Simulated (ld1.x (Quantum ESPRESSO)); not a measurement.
O, PAW: configuration errors across variants

ld1.x (Quantum ESPRESSO) 7.5 input, shortened:

```
&input
   title='O', zed=8., rel=1, dft='PBESOL', iswitch=3,
   config='[He] 2s2 2p4'
 /
 &inputp
   pseudotype=3, lpaw=.true., tm=.true., lloc=-2, rcloc=0.90,
   nlcc=.true., new_core_ps=.true., rcore=0.85,
   which_augfun='PSQ', rmatch_augfun_nc=.true.
 /
4
2S  1  0   2.00   0.00  0.90  1.00  0.0
2S  1  0   0.00  -0.30  0.90  1.00  0.0
2P  2  1   4.00   0.00  1.45  1.80  0.0
2P  2  1   0.00   4.70  1.45  1.80  0.0
 &test
   configts(1)='2s2 2p4'
 /
```

All-electron excitation energies from the reference (eV): (1) 2s2 2p3 16.360; (2) 2s2 2p2 49.837; (3) 2s2 2p1 103.544; (4) 2s0 2p6 29.748; (5) 2s1 2p4 31.497; (6) 2s2 2p0 180.189; (7) 2s2 2p3.5 6.254.

Tests that are not counted but printed errors over 1 eV. “waves 2p (bound): rcut 1.45, rcutus 2.74 bohr; 2p channel at 4.7 Ry: rcut 1.45, rcutus 2.74 bohr”: 2s2 2p1 (converged, but collapsed or in another state, printed error -47.9 eV).

Errors AE − PS in meV (a dash: test not solved or not reliable):

| change | (1) | (2) | (3) | (4) | (5) | (6) | (7) | bound ghosts |
| --- | --- | --- | --- | --- | --- | --- | --- | --- |
| base | +3.3 | +7.8 | -1.3 | -1.9 | +4.4 | -20 | +0.7 | none |
| waves 2p (bound): rcut 1.16, rcutus 1.24 bohr; 2p channel at 4.7 Ry: rcut 1.16, rcutus 1.24 bohr | -0.7 | -2.1 | -6.4 | -2.0 | -1.3 | -14 | -0.4 | none |
| waves 2p (bound): rcut 1.32, rcutus 1.40 bohr; 2p channel at 4.7 Ry: rcut 1.32, rcutus 1.40 bohr | +0.2 | -0.5 | -7.3 | -2.1 | -0.1 | -12 | -0.1 | none |
| waves 2p (bound): rcut 1.45, rcutus 2.04 bohr; 2p channel at 4.7 Ry: rcut 1.45, rcutus 2.04 bohr | +4.7 | +16 | +9.8 | -2.1 | +5.5 | -20 | +0.9 | none |
| waves 2p (bound): rcut 1.45, rcutus 2.24 bohr; 2p channel at 4.7 Ry: rcut 1.45, rcutus 2.24 bohr | +4.0 | +20 | +21 | -2.3 | +3.6 | -20 | +0.4 | none |
| waves 2p (bound): rcut 1.45, rcutus 2.42 bohr; 2p channel at 4.7 Ry: rcut 1.45, rcutus 2.42 bohr | -7.7 | +5.0 | +18 | -2.8 | -13 | -19 | -3.5 | none |
| waves 2p (bound): rcut 1.45, rcutus 2.74 bohr; 2p channel at 4.7 Ry: rcut 1.45, rcutus 2.74 bohr | -76 | -139 | – | -3.7 | -103 | -18 | -24 | none |

Give the same row for: waves 2p (bound): rcut 1.45, rcutus 1.62 bohr; 2p channel at 4.7 Ry: rcut 1.45, rcutus 1.62 bohr.

+3.0, +5.9, -3.0, -2.1, +3.6, -12, +0.7; bound ghosts: none.
